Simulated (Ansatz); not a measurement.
Consider the ligand exchange at a Ga–C bond: `N#[C][Ga]([Cl])[Cl]` + CH₃OH → `C[O][Ga]([Cl])[Cl]` + `C#N`.

Program: Ansatz. Geometries: PBE0-D4/def2-TZVP. ΔE: electronic, gas phase. CCSD(T)/CBS is the MP2 limit (def2-TZVPP, def2-QZVPP) plus CCSD(T) − MP2 in def2-TZVPP, frozen cores. This one scheme is used for every species. Functionals use def2-TZVPP. For Ga outer-core shells are correlated without core-valence functions, which leaves a few kJ/mol of doubt a bond. Scalar relativity is left out up to krypton. One conformer a species, not always the lowest.

`N#[C][Ga]([Cl])[Cl]`:

Cartesian coordinates in Å:
```
N -1.080 1.847 -1.275
C -0.580 0.993 -0.685
Ga 0.251 -0.430 0.297
Cl -0.057 -2.427 -0.294
Cl 1.466 0.017 1.958
```

CH₃OH:

```xyz
6

C    -0.182    0.253    0.172
O     0.187   -0.568   -0.912
H    -0.980    0.907   -0.179
H     0.646    0.884    0.520
H    -0.564   -0.324    1.023
H     0.892   -1.152   -0.625
```

`C[O][Ga]([Cl])[Cl]`:

```xyz
8

C     1.241   -0.383    0.202
O    -0.031   -0.235    0.798
Ga   -1.436    0.388   -0.055
Cl   -1.285    0.974   -2.091
Cl   -3.267    0.542    0.982
H     1.972    0.201    0.768
H     1.536   -1.435    0.237
H     1.269   -0.052   -0.842
```

`C#N`:

Cartesian coordinates in Å:
```
C 0.007 -0.014 -0.020
N -0.279 0.618 0.891
H 0.272 -0.604 -0.871
```

| level | ΔE (kJ/mol) |
| --- | --- |
| r2SCAN0-D4 | -22.2 |
| revPBE | -16.8 |

Problem. What does CCSD(T)/CBS give? (An estimate is asked.)

Solution. Ansatz gave: -24.0 kJ/mol. The listed levels differ from it by 1.8, 7.2 kJ/mol.

Largest T1 diagnostic among the species: 0.014.

From r2SCAN to r2SCAN0 (25 % exact exchange), in def2-TZVPP and without D4, ΔE moves by +4.0 kJ/mol. The D4 term adds −3.2 kJ/mol with B3LYP and −1.8 kJ/mol with PBE0; it sums over pairs of atoms, weighted by their polarisabilities, and B3LYP, whose exchange is more repulsive, gets the larger term.

B3LYP here is the variant with VWN-RPA as its local correlation; programs differ in this.
